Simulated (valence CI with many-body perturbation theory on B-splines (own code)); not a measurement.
# Xe³⁺: what each term of the Hamiltonian does

Calculated by configuration interaction combined with many-body perturbation theory (CI+MBPT): five valence electrons over a frozen Dirac-Fock core [Kr] 4d10, radial functions for each j: 9 s, 9 p, 8 d, 6 f, 3 g, 1 h, with the one-electron correlation potential Σ1, the two-electron term Σ2, the three-electron term Σ3, Breit, model QED; selected CI, second order for the rest, scaled by the run's own slope (own B-spline code, finite nucleus).

Set against measurement, 50 paired levels are off by 279 cm⁻¹ on average, the worst by 838. These come from a selection out of Saloman, J. Phys. Chem. Ref. Data 33, 765 (2004). Levels without a partner in it may be off by more. Among the levels kept, up to 980 cm⁻¹ of a level comes from second order outside the variational space, and about a tenth of that is noise between levels of different J, which matters for small intervals. 7 measured levels below the end of the list, from 133027 cm⁻¹ on, found no clear computed partner, and computed levels of the same name lie up to 49996 cm⁻¹ from them.

Each rung adds one term. CI alone is the Dirac-Coulomb CI over the frozen core; QED comes last and gives the full result, which names the levels. Energies are above 5s2 5p3 4S°_3/2 on the same rung, in cm⁻¹. A blank means that the level has no clear partner on that rung.

Names give the largest LS component (configuration and term), which can be under half, so a name can repeat, a term be missing and a line seem to break the LS rules; names also repeat where a configuration has a term twice. Letters in brackets count levels of one name in rising energy.

```csv
Level,CI alone
5s2 5p3 2D°_3/2,13470
5s2 5p3 2D°_5/2,17480
5s2 5p3 2P°_1/2,28222
5s2 5p3 2P°_3/2,35095
5s 5p4 4P_5/2,94850
5s 5p4 4P_3/2,101611
5s 5p4 4P_1/2,103940
5s 5p4 2D_3/2,117945
5s 5p4 2D_5/2,121145
5s2 5p2 5d 4F_3/2 [a],129273
5s2 5p2 5d 4F_3/2 [b],131079
5s2 5p2 5d 4F_5/2,132597
5s2 5p2 5d 2P_1/2 [a],133487
5s2 5p2 5d 4F_7/2,137218
5s2 5p2 5d 2F_5/2 [a],137596
5s2 5p2 5d 2F_7/2 [a],140700
```

(1) What do these energies become with core correlation, Breit and QED?

(2) How does the ionisation energy move along the ladder, and which term matters most?

Results:

(1) 5s2 5p3 2D°_3/2 13337 (-132); 5s2 5p3 2D°_5/2 17578 (+98); 5s2 5p3 2P°_1/2 28143 (-79); 5s2 5p3 2P°_3/2 35714 (+619); 5s 5p4 4P_5/2 99332 (+4481); 5s 5p4 4P_3/2 106571 (+4960); 5s 5p4 4P_1/2 108909 (+4969); 5s 5p4 2D_3/2 121739 (+3794); 5s 5p4 2D_5/2 125260 (+4114); 5s2 5p2 5d 4F_3/2 [a] 132929 (+3657); 5s2 5p2 5d 4F_3/2 [b] 134881 (+3802); 5s2 5p2 5d 4F_5/2 136398 (+3801); 5s2 5p2 5d 2P_1/2 [a] 136769 (+3281); 5s2 5p2 5d 4F_7/2 141489 (+4271); 5s2 5p2 5d 2F_5/2 [a] 141723 (+4128); 5s2 5p2 5d 2F_7/2 [a] 144902 (+4203).

(2) CI alone 41.883, + Σ1 42.789, + Σ2 42.391, + Σ3 42.356, + Breit 42.352, + QED 42.354 eV. The largest step is Σ1, 0.906 eV. NIST lists 42.2 ± 0.2 eV (measured).
